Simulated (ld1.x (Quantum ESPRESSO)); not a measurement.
S (Z = 16): excitation energies, all-electron against TM

| Item | Value |
| --- | --- |
| Element | sulfur (S) |
| Generator | ld1.x (Quantum ESPRESSO) 7.5 |
| Type | norm-conserving Troullier–Martins (Kleinman–Bylander form) |
| Functional | LDA (PZ) |
| Relativity | scalar-relativistic |
| Frozen core | [Ne] |
| Valence charge | 6 |
| Reference configuration | 3s1.75 3p4.25 |
| Partial waves | 3s (bound): rc 1.30 bohr; 3p (bound): rc 1.25 bohr |
| Local potential | all-electron potential smoothed inside 1.05 bohr (lloc = -2) |
| Core correction | Bessel-smoothed model core inside 1.10 bohr |

Energies are relative to the spin-unpolarised reference configuration 3s1.75 3p4.25; without spin polarisation the order of configurations can differ from experiment. Spin-polarised rows fill each open shell by Hund’s rule, majority spin first.

```
         valence configuration  charge  ΔE all-electron (eV)  error AE − PS (meV)
                       3s2 3p4       0                -2.547                 +0.2
                       3s2 3p3      +1                 9.315                 +3.9
                       3s2 3p2      +2                31.689                  +29
                       3s1 3p5       0                 7.692                 +0.7
                       3s2 3p0      +4               112.829                 +227
                       3s1 3p4      +1                20.113                 +8.2
                       3s0 3p6       0                18.059                 +4.8
3s1.75 3p4.25 (spin-polarised)       0                -0.738                 +9.3
      3s2 3p4 (spin-polarised)       0                -3.253                 +7.8
```
